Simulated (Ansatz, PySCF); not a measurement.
Energy difference R1 → P1 + P2, each structure at its B3LYP-D3(BJ)/def2-TZVP stationary point, reached from a drawn start (curvature not checked).
R1: O3S (SMILES O=S(=O)=O), charge 0, multiplicity 1.
P1: O atom, charge 0, multiplicity 3.
P2, SO2 (SMILES O=S=O) (charge 0, multiplicity 1):
```json
[
 {"atom": "S", "x (Å)": "0.0000", "y (Å)": "0.0000", "z (Å)": "0.4878"},
 {"atom": "O", "x (Å)": "0.0000", "y (Å)": "1.2386", "z (Å)": "-0.2438"},
 {"atom": "O", "x (Å)": "0.0000", "y (Å)": "-1.2386", "z (Å)": "-0.2438"}
]
```

```
level                                  reaction energy (kcal/mol)  minus CCSD(T)/CBS(cc-pV(T+d)Z, cc-pV(Q+d)Z)
-------------------------------------  --------------------------  -------------------------------------------
HF/cc-pV(D+d)Z                                              22.91                                       -62.96
HF/cc-pV(T+d)Z                                              32.82                                       -53.05
HF/cc-pV(Q+d)Z                                              33.02                                       -52.85
SVWN5/def2-TZVPP                                           120.80                                        34.94
PBE/def2-TZVPP                                              95.54                                         9.67
BLYP/def2-TZVPP                                             85.45                                        -0.42
revPBE/def2-TZVPP                                           87.77                                         1.90
r2SCAN/def2-TZVPP                                           91.43                                         5.56
B97M-V/def2-TZVPP                                           89.62                                         3.75
B3LYP/def2-TZVPP                                            82.31                                        -3.56
PBE0/def2-TZVPP                                             87.35                                         1.49
BHLYP/def2-TZVPP                                            72.27                                       -13.59
M06-2X/def2-TZVPP                                           84.99                                        -0.87
CAM-B3LYP/def2-TZVPP                                        84.17                                        -1.70
wB97X-V/def2-TZVPP                                          86.95                                         1.08
wB97M-V/def2-TZVPP                                          85.12                                        -0.74
B2PLYP/def2-TZVPP                                           83.42                                        -2.45
MP2/cc-pV(D+d)Z                                             74.19                                       -11.68
MP2/cc-pV(T+d)Z                                             90.60                                         4.73
MP2/cc-pV(Q+d)Z                                             93.99                                         8.12
MP2/CBS(cc-pV(T+d)Z, cc-pV(Q+d)Z)                           96.32                                        10.45
SCS-MP2/cc-pV(D+d)Z                                         69.29                                       -16.57
SCS-MP2/cc-pV(T+d)Z                                         85.39                                        -0.48
SCS-MP2/cc-pV(Q+d)Z                                         89.01                                         3.14
CCSD/cc-pV(D+d)Z                                            61.41                                       -24.46
CCSD/cc-pV(T+d)Z                                            75.49                                       -10.38
CCSD/cc-pV(Q+d)Z                                            78.89                                        -6.98
CCSD(T)/cc-pV(D+d)Z                                         64.02                                       -21.85
CCSD(T)/cc-pV(T+d)Z                                         79.57                                        -6.29
CCSD(T)/cc-pV(Q+d)Z                                         83.30                                        -2.57
CCSD(T)/CBS(cc-pV(T+d)Z, cc-pV(Q+d)Z)                       85.87                                         0.00
```

 The comparison column counts from a level with limits of its own.

P less R. No zero-point or thermal terms; singlets are restricted closed shells; open shells are unrestricted; no spin–orbit coupling.

Frozen-core correlation throughout. CBS(a, b) extrapolates the correlation energy as X⁻³ and adds the Hartree–Fock energy of set b.

Run with Ansatz (Gaussian orbitals); PySCF for M06-2X. No computed number here is a measurement.

Ansatz is a quantum-chemistry and plane-wave program.
